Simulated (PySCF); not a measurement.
# Spinor energies of Pm⁵⁵⁺ (promethium, charge +55)

Start: [He] 2s2 2p2; 2p1/2 filled at m_j = -1/2, +1/2. Calculated with PySCF 2.14 in an uncontracted even-tempered set (17 s from 36 bohr⁻², ratio 2.4; 13 p from 46 bohr⁻², ratio 2.4; 5 d from 150 bohr⁻², ratio 2.6; 4 f from 230 bohr⁻², ratio 2.6): generalised Hartree-Fock with the X2C-1e Hamiltonian and a Gaussian nucleus; one run each with spin-orbit coupling (SO) switched off, then screened by Boettger's factors.

```csv
spinor shell,electrons,"ε, spin-free (eV)","ε, screened SO (eV)",weight of nominal j (screened SO),"rms radius, screened SO (bohr)"
1s1/2,2,-50757.6,-50722.2,1.000,0.0263
2s1/2,2,-12045.3,-12034.5,1.000,0.103
2p1/2,2,-11442.1,-11835.4,1.000,0.0871
```

```json
{"quantity": "E (hartree)", "spin-free": "-5665.65671", "screened SO": "-5696.10922"}
{"quantity": "M_J", "spin-free": "0", "screened SO": "0"}
{"quantity": "⟨J²⟩", "spin-free": "2.000", "screened SO": "0.000"}
{"quantity": "⟨L²⟩", "spin-free": "2.000", "screened SO": "1.333"}
{"quantity": "⟨S²⟩", "spin-free": "2.000", "screened SO": "1.333"}
```

Breit and QED terms are absent; they matter most for the inner s and p1/2 levels.

Densities and radii are taken from the X2C orbitals without a picture-change correction, which distorts them close to the nucleus.

Without spin-orbit coupling the j labels of p, d and f shells carry no meaning; the spin-free column gives the mean over the occupied spinors of each nl shell.
